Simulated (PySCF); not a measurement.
Si(F)(OH) (FHOSi), SMILES [Si](O)F (connectivity only; charge and spin as stated), neutral, multiplicity 1. Heavy atoms are numbered as in [Si:1]([F:2])[OH:3]. Hydrogens are named by the atom that carries them.

Coordinates come from a B3LYP-D3(BJ)/def2-TZVP optimisation. The values are those of a single conformer.

Level of theory: B3LYP/pcSseg-2 run with PySCF.

GIAO shieldings, no solvent; atoms alike by connectivity are averaged. δ = σ(ref) − σ: ²⁹Si against TMS (σ = 325.2 ppm); ¹⁹F against CFCl3 (σ = 159.6 ppm); ¹⁷O against H2O (σ = 325.5 ppm); ¹H against TMS (σ = 31.68 ppm), references at their B3LYP-D3(BJ)/def2-TZVP geometries, non-relativistic.

Question: Estimate the chemical shifts. (An estimate is asked for; the answer gives what the named calculation found.)

Answer: 
```
nucleus    atoms  count  δ (ppm)
-------  -------  -----  -------
²⁹Si         Si1      1     27.9
¹⁹F           F2      1      2.8
¹⁷O      O3 (OH)      1    181.2
¹H       H on O3      1     5.17
```
